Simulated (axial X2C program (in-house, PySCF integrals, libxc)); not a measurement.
## Working with the constants of CdB

A bond curve at the PBE0 level, with spin–orbit coupling, was computed with an in-house relativistic program for diatomic molecules (basis Cd dyall-cv3z [12s12p8d5f3g], B dyall-v3z [7s6p2d1f] (cores contracted in-house)) for the state Ω = 1/2 (⟨Sz⟩ = -0.50, ⟨Lz⟩ = 1.00 at PBE0). Its fit gives Re = 2.3977 Å, ωe = 282.3 cm⁻¹, ωexe = 4.67 cm⁻¹ and αe = 5.282e-03 cm⁻¹; the masses are 113.9034 and 11.0093 u. Two-component means X2C with spin–orbit coupling and atomic mean-field Coulomb and Gaunt terms.

(1) Find the reduced mass, Be and the force constant.

(2) Estimate De from a Morse curve and compare with the computed well depth of 0.400 eV to Cd + B.

(3) Estimate the centrifugal constant by the Kratzer relation.

(4) A Morse curve ties αe to the other constants (Pekeris). How well does that hold?

(5) The dipole moment p changes by 0.45 D/Å at Re. What harmonic infrared intensity follows?

The state is one determinant whose occupation by symmetry is held fixed; it was picked as the lowest of a PBE0 search that is not exhaustive. Dissociation energies refer to the lowest single-determinant-based atoms at the same level and basis. Density functionals use the spin component along the axis (collinear). The 2c atoms are single determinants rather than J levels; their spin–orbit lowering is only partly caught, and De is too large by that part. This holds for PBE0. Other states lie close and PBE0, whose exact exchange favours high spin, may order them wrongly; the determinant shown need not be the ground state. The nearest other 2c determinant of the search, Ω = 3/2, lies 0.02 eV up at the distance of the search. Without a current term, density functionals place determinants with orbital angular momentum somewhat too high. The atomic limit has a lower orbital projection than the molecule and lies lower at mean-field level, so De may be about a tenth of an eV too small.

Answers

(1) From the PBE0 values: μ = 10.0390 u. Be = 16.8576/(μ Re²) = 0.2921 cm⁻¹. k = 5.8918×10⁻⁷ μ ωe² = 0.471 mdyn/Å.

(2) De(Morse) = ωe²/(4ωexe) = 0.529 eV against 0.400 eV computed, a ratio of 1.32. The extrapolation overshoots: the well softens faster than a Morse curve, or the lowest atomic limit lies below the one to which the curve heads.

(3) D = 4Be³/ωe² = 1.25e-06 cm⁻¹.

(4) αe(Morse) = 6Be²/ωe × (√(ωexe/Be) − 1) = 5.437e-03 cm⁻¹; the PBE0 curve gives 5.282e-03 cm⁻¹, a ratio of 1.03.

(5) I = 42.256 × (dp/dR)²/μ = 0.85 km/mol.
